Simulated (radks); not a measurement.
Results of a calculation; reference values are marked as such.
Problem. Te II, 51 electrons, occupied as [Kr] 4d10 5p3 4f2 (not the ground configuration). Level of theory: scalar-relativistic Kohn-Sham, exchange-only PBE, spin-polarised, spherical densities, finite nucleus; open shells are filled with parallel spins first (spin-orbit coupling, left out, can overturn this in heavy ions); Fermi nuclear charge, rms radius 4.7423 fm (a radial shooting solver on a logarithmic mesh with Libxc functionals). Some entries of the table are withheld. Estimate them.

| orbital | occ. | eigenvalue (hartree) | <r^2> (bohr^2) | r(max) (bohr) |
|---|---|---|---|---|
| 1s up | 1 | -1163.054 | 0.001048 | 0.01794 |
| 1s down | 1 | -1163.050 | 0.001048 | 0.01794 |
| 2s up | 1 | -178.9640 | 0.01694 | 0.1014 |
| 2s down | 1 | -178.9627 | 0.01694 | 0.1014 |
| 2p up | 3 | -160.7408 | 0.01339 | 0.08122 |
| 2p down | 3 | -160.7378 | 0.01339 | 0.08123 |
| 3s up | 1 | -36.17647 | 0.1186 | 0.2926 |
| 3s down | 1 | -36.17260 | 0.1186 | 0.2926 |
| 3p up | 3 | -30.25267 | 0.1190 | 0.2863 |
| 3p down | 3 | -30.24831 | 0.1190 | 0.2863 |
| 3d up | 5 | -21.29316 | 0.1043 | 0.2378 |
| 3d down | 5 | -21.28921 | 0.1043 | 0.2378 |
| 4s up | 1 | -6.74201 | 0.6603 | 0.7008 |
| 4s down | 1 | -6.73023 | 0.6590 | 0.7009 |
| 4p up | 3 | (1) | 0.7681 | 0.7376 |
| 4p down | 3 | (2) | 0.7641 | 0.7377 |
| 4d up | 5 | -2.23013 | 1.101 | 0.8100 |
| 4d down | 5 | -2.20493 | 1.072 | 0.8089 |
| 5p up | 3 | -0.79122 | 5.817 | 2.009 |
| 5p down | 0 | -0.63716 | 5.693 | 1.968 |
| 4f up | 2 | -0.10996 | 32.87 | 4.015 |

Solution. 
(1) 4p up eigenvalue (hartree): -4.90535
(2) 4p down eigenvalue (hartree): -4.89166
